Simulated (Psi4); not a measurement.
C$_{3}$H$_{3}$, doublet (typed; the unrestricted solution is spin-contaminated), geometry from GFN2-xTB; MP2/cc-pVDZ (Psi4 1.11).

Input for Psi4:
```
memory 2 GB

molecule mol {
0 2
C     0.001404   -0.018997    0.109188
C     0.016848   -0.227990    1.310390
C    -0.015720    0.212717   -1.222609
H     0.030126   -0.407665    2.343087
H     0.899848    0.246266   -1.784816
H    -0.945169    0.367019   -1.740084
}

set {
  basis cc-pvdz
  reference uhf
  freeze_core true
  mp2_type conv
  scf_type pk
  puream true
  d_convergence 1e-8
}

energy('mp2')
print_variables()
```

Task: What does Psi4 print? Leave out banner, timings and long lists.

Result: 
```
   => Loading Basis Set <=

    Name: CC-PVDZ
    Role: ORBITAL
    Keyword: BASIS

         ---------------------------------------------------------
                                   SCF
               by Justin Turney, Rob Parrish, Andy Simmonett
                          and Daniel G. A. Smith
                              UHF Reference
         ---------------------------------------------------------

  ==> Geometry <==

    Molecular point group: c1
    Full point group: C1

    Geometry (in Angstrom), charge = 0, multiplicity = 2:

       Center              X                  Y                   Z               Mass
    ------------   -----------------  -----------------  -----------------  -----------------
         C            0.001017819666    -0.013769095095     0.079140258934    12.000000000000
         C            0.016461819666    -0.222762095095     1.280342258934    12.000000000000
         C           -0.016106180334     0.217944904905    -1.252656741066    12.000000000000
         H            0.029739819666    -0.402437095095     2.313039258934     1.007825032230
         H            0.899461819666     0.251493904905    -1.814863741066     1.007825032230
         H           -0.945555180334     0.372246904905    -1.770131741066     1.007825032230

  Running in c1 symmetry.

  Rotational constants: A =      9.77980  B =      0.32431  C =      0.31390 [cm^-1]
  Rotational constants: A = 293191.16489  B =   9722.56318  C =   9410.49995 [MHz]
  Nuclear repulsion =   53.828603825440005

  Charge       = 0
  Multiplicity = 2
  Electrons    = 21
  Nalpha       = 11
  Nbeta        = 10

  ==> Algorithm <==

  SCF Algorithm Type is PK.
  DIIS enabled.
  MOM disabled.
  Fractional occupation disabled.
  Guess Type is SAD.
  Energy threshold   = 1.00e-08
  Density threshold  = 1.00e-08
  Integral threshold = 1.00e-12

  ==> Primary Basis <==

  Basis Set: CC-PVDZ
    Blend: CC-PVDZ
    Number of shells: 27
    Number of basis functions: 57
    Number of Cartesian functions: 60
    Spherical Harmonics?: true
    Max angular momentum: 2

  ==> Integral Setup <==

  Using in-core PK algorithm.
   Calculation information:
      Number of atoms:                   6
      Number of AO shells:              27
      Number of primitives:             81
      Number of atomic orbitals:        60
      Number of basis functions:        57

      Integral cutoff                 1.00e-12
      Number of threads:                 1

[...]
  @UHF Final Energy:  -115.25995921371673
    Total Energy =                       -115.2599592137167264
  DIE_IF_NOT_CONVERGED          => (empty)
[...]
  WFN                           => (empty)
  WFN_TYPE                      => OMP2            !
  WRITER_FILE_LABEL             => (empty)
  ZORA_BASIS_TOLERANCE          => (empty)
  ZORA_NR_DEBUG                 => (empty)
  ZORA_PRUNING_SCHEME           => (empty)
  ZORA_RADIAL_POINTS            => (empty)
  ZORA_SPHERICAL_POINTS         => (empty)

 ==============================================================================
 ==============================================================================
 ==============================================================================

                             MP2
                    Program Written by Ugur Bozkaya,
              Additional Contributions by J. P. Misiewicz

 ==============================================================================
 ==============================================================================
 ==============================================================================

	MO spaces per irreps...

	IRREP   FC   AOCC  BOCC  AVIR    BVIR  FV
	==========================================
	   A     3     8     7    46     47     0
	==========================================

	Computing MP2 energy using SCF MOs (Canonical MP2)...
	==============================================================================
	Nuclear Repulsion Energy (a.u.)    :    53.82860382544001
	SCF Energy (a.u.)                  :  -115.25995921371673
	REF Energy (a.u.)                  :  -115.25995921371673
	Alpha-Alpha Contribution (a.u.)    :    -0.04907845195154
	Alpha-Beta Contribution (a.u.)     :    -0.25815465884322
	Beta-Beta Contribution (a.u.)      :    -0.03793742276583
	Scaled_SS Correlation Energy (a.u.):    -0.02900529157246
	Scaled_OS Correlation Energy (a.u.):    -0.30978559061186
	SCS-MP2 Total Energy (a.u.)        :  -115.59875009590105
	SOS-MP2 Total Energy (a.u.)        :  -115.56974480432859
	SCSN-MP2 Total Energy (a.u.)       :  -115.41310715321930
	SCS-MP2-VDW Total Energy (a.u.)    :  -115.63390511439472
	SOS-PI-MP2 Total Energy (a.u.)     :  -115.62137573609724
	MP2 Correlation Energy (a.u.)      :    -0.34517053356059
	MP2 Total Energy (a.u.)            :  -115.60512974727732
	==============================================================================

  Variable Map:
  ----------------------------------------------------------------------------
[...]
  Array Variable Map:
  ----------------------------------------------------------------------------
[...]
[...]
```
